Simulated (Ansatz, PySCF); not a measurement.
2-fluoro-2-methylpropane (C₄H₉F), SMILES CC(C)(C)F. Atoms are numbered in the order given.

```xyz
14

C      1.2588     0.7267    -0.4366
C      0.0000     0.0000     0.0023
C      0.0000    -1.4535    -0.4366
C     -1.2588     0.7267    -0.4366
F      0.0000     0.0000     1.3993
H      1.3286     0.7670    -1.5336
H      1.2584     1.7559    -0.0487
H      2.1499     0.2119    -0.0487
H      0.0000    -1.5341    -1.5336
H     -0.8914    -1.9678    -0.0487
H      0.8914    -1.9678    -0.0487
H     -1.2584     1.7559    -0.0487
H     -1.3286     0.7670    -1.5336
H     -2.1499     0.2119    -0.0487
```
Charge 0, spin multiplicity 1.

The structure is a stationary point at PBE0-D3(BJ)/def2-SVP.

Two levels are set side by side: PBE-D3(BJ)/def2-SVP (Ansatz, a program for electronic structure) and PBE0-D3(BJ)/def2-SVP (Ansatz). Each level has its own optimised geometry; the coordinates shown are those of the second. Frequencies come from the Hessian of PySCF at each geometry. Differences are taken from unrounded values.

```json
[
 {"quantity": "mean bond length (Å)", "PBE0-D3(BJ)": "1.219", "PBE-D3(BJ)": "1.229", "PBE-D3(BJ) minus PBE0-D3(BJ)": "0.009"},
 {"quantity": "bond C1–C2 (Å)", "PBE0-D3(BJ)": "1.518", "PBE-D3(BJ)": "1.528", "PBE-D3(BJ) minus PBE0-D3(BJ)": "0.009"},
 {"quantity": "bond C2–C3 (Å)", "PBE0-D3(BJ)": "1.518", "PBE-D3(BJ)": "1.528", "PBE-D3(BJ) minus PBE0-D3(BJ)": "0.009"},
 {"quantity": "bond C2–C4 (Å)", "PBE0-D3(BJ)": "1.518", "PBE-D3(BJ)": "1.528", "PBE-D3(BJ) minus PBE0-D3(BJ)": "0.009"},
 {"quantity": "bond C2–F5 (Å)", "PBE0-D3(BJ)": "1.397", "PBE-D3(BJ)": "1.416", "PBE-D3(BJ) minus PBE0-D3(BJ)": "0.019"},
 {"quantity": "bond C1–H6 (Å)", "PBE0-D3(BJ)": "1.100", "PBE-D3(BJ)": "1.108", "PBE-D3(BJ) minus PBE0-D3(BJ)": "0.008"},
 {"quantity": "bond C1–H7 (Å)", "PBE0-D3(BJ)": "1.100", "PBE-D3(BJ)": "1.108", "PBE-D3(BJ) minus PBE0-D3(BJ)": "0.008"},
 {"quantity": "bond C1–H8 (Å)", "PBE0-D3(BJ)": "1.100", "PBE-D3(BJ)": "1.108", "PBE-D3(BJ) minus PBE0-D3(BJ)": "0.008"},
 {"quantity": "bond C3–H9 (Å)", "PBE0-D3(BJ)": "1.100", "PBE-D3(BJ)": "1.108", "PBE-D3(BJ) minus PBE0-D3(BJ)": "0.008"},
 {"quantity": "bond C3–H10 (Å)", "PBE0-D3(BJ)": "1.100", "PBE-D3(BJ)": "1.108", "PBE-D3(BJ) minus PBE0-D3(BJ)": "0.008"},
 {"quantity": "bond C3–H11 (Å)", "PBE0-D3(BJ)": "1.100", "PBE-D3(BJ)": "1.108", "PBE-D3(BJ) minus PBE0-D3(BJ)": "0.008"},
 {"quantity": "bond C4–H12 (Å)", "PBE0-D3(BJ)": "1.100", "PBE-D3(BJ)": "1.108", "PBE-D3(BJ) minus PBE0-D3(BJ)": "0.008"},
 {"quantity": "bond C4–H13 (Å)", "PBE0-D3(BJ)": "1.100", "PBE-D3(BJ)": "1.108", "PBE-D3(BJ) minus PBE0-D3(BJ)": "0.008"},
 {"quantity": "bond C4–H14 (Å)", "PBE0-D3(BJ)": "1.100", "PBE-D3(BJ)": "1.108", "PBE-D3(BJ) minus PBE0-D3(BJ)": "0.008"},
 {"quantity": "highest harmonic wavenumber (cm⁻¹)", "PBE0-D3(BJ)": "3171", "PBE-D3(BJ)": "3080", "PBE-D3(BJ) minus PBE0-D3(BJ)": "-91"},
 {"quantity": "mean harmonic wavenumber (cm⁻¹)", "PBE0-D3(BJ)": "1507", "PBE-D3(BJ)": "1458", "PBE-D3(BJ) minus PBE0-D3(BJ)": "-49"},
 {"quantity": "zero-point energy (kcal/mol)", "PBE0-D3(BJ)": "77.54", "PBE-D3(BJ)": "75.03", "PBE-D3(BJ) minus PBE0-D3(BJ)": "-2.50"}
]
```

Exact exchange shortens and stiffens bonds; PBE has none. Differences between two approximate levels are no errors against the true value.
